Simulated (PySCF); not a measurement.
C2H10OSi3, SMILES [SiH3][C@H]1O[SiH2]C[SiH2]1.

Coordinates come from a PBE0-D3(BJ)/def2-SVP optimisation. The structure was generated by enumeration; whether it is a known compound was not checked. The values are those of a single conformer.

Calculation: SMD-ωB97X/def2-SVP run with PySCF.

Solvation free energies are E(SMD) − E(gas) at the gas-phase geometry, for 1 M in both phases. In vacuum the dipole moment is 1.46 D.

```tsv
solvent	ΔG(solv) (kcal/mol)	its non-electrostatic (CDS) part	dipole (D)
water	1.1	4.6	2.08
tetrahydrofuran	-2.2	-0.4	1.82
chloroform	-2.6	-0.8	1.80
```
